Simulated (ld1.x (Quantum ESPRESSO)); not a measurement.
# Varying the TM potential for Cl (Z = 17)

Base potential:

```
Element                 : chlorine
Generator               : ld1.x (Quantum ESPRESSO) 7.5
Type                    : norm-conserving Troullier–Martins (Kleinman–Bylander form)
Functional              : PBE
Relativity              : scalar-relativistic
Frozen core             : [Ne]
Valence charge          : 7
Reference configuration : 3s2 3p3 (charge +2)
Partial waves           : 3p (bound): rc 1.10 bohr; 3d channel at 0.45 Ry: rc 1.20 bohr; 3s (bound): rc 1.35 bohr
Local potential         : the s channel
Core correction         : Bessel-smoothed model core inside 1.00 bohr
```

All-electron outer shells of the reference configuration (PBE, scalar-relativistic, ld1.x):

| shell | level (eV) | outermost node (bohr) | outermost maximum (bohr) |
| --- | --- | --- | --- |
| 3s | -44.92 | 0.55 | 1.24 |
| 3p | -31.68 | 0.53 | 1.36 |

Cutoffs, loose and tight: the cutoffs (Ry, on a coarse ladder) from which the occupation-weighted sum of valence levels, in a spherical-Bessel basis at the reference potential, stays within 10 and 1 mRy of its value at 400 Ry. They do not see the model core or the augmentation charge, which bear on the density cutoff. Test errors are all-electron minus pseudo excitation energies from the reference, over the configurations 3s2 3p5; 3s2 3p4; 3s2 3p2; 3s2 3p5.3; 3s2 3p1; 3s2 3p4.5; 3s1 3p6. A dash means not determined; rows that change the core or the reference have their own tests.

| change | outcome | cutoff, loose | cutoff, tight | bound ghosts | largest test error (meV) |
| --- | --- | --- | --- | --- | --- |
| base | generated | 80 Ry | 160 Ry | none | +82 |
| wave 3p (bound): rc 1.10 bohr becomes 3p (bound): rc 1.20 bohr | generated | 60 Ry | 100 Ry | none | +90 |
| wave 3d channel at 0.45 Ry: rc 1.20 bohr becomes 3d channel at 0.45 Ry: rc 0.86 bohr | generated | 80 Ry | 160 Ry | none | +82 |
| wave 3d channel at 0.45 Ry: rc 1.20 bohr becomes 3d channel at 0.17 Ry: rc 1.20 bohr | generated | 80 Ry | 160 Ry | none | +82 |
| core correction none | generated | 80 Ry | 160 Ry | none | +76 |
| functional BLYP | generated | 80 Ry | 160 Ry | none | +83 |
| reference 3s2 3p5 | generated | 90 Ry | 160 Ry | none | +79 |
| wave 3s (bound): rc 1.35 bohr becomes 3s (bound): rc 2.06 bohr | generated | 80 Ry | 160 Ry | none | +263 |
| all radii but the core radius scaled by about 1.13 (s 1.52, p 1.24, d 1.36 bohr) | generated | 50 Ry | 80 Ry | none | +110 |
| all radii but the core radius scaled by about 1.12 (s 1.52, p 1.24, d 1.34 bohr) | generated | 50 Ry | 80 Ry | none | +110 |
| wave 3s (bound): rc 1.35 bohr becomes 3s (bound): rc 1.74 bohr | generated | 80 Ry | 160 Ry | none | +147 |
| wave 3d channel at 0.45 Ry: rc 1.20 bohr becomes 3d channel at 1.46 Ry: rc 1.20 bohr | generated | 80 Ry | 160 Ry | none | +82 |

Task: What comes out with this change to the base: type PAW; waves now 3s (bound): rcut 1.15, rcutus 1.35 bohr; 3s channel at -3 Ry: rcut 1.15, rcutus 1.35 bohr; 3p (bound): rcut 0.95, rcutus 1.10 bohr; 3p channel at 0.05 Ry: rcut 0.95, rcutus 1.10 bohr; 3d channel at 0.45 Ry: rcut 1.05, rcutus 1.20 bohr; 3d channel at 1.1 Ry: rcut 1.05, rcutus 1.20 bohr; local potential all-electron potential smoothed inside 1.35 bohr (lloc = -1); augmentation PSQ, inside the norm-conserving radii?

Result: outcome: generated; cutoff, loose: 35 Ry; cutoff, tight: 55 Ry; bound ghosts: none; largest test error (meV): -40.
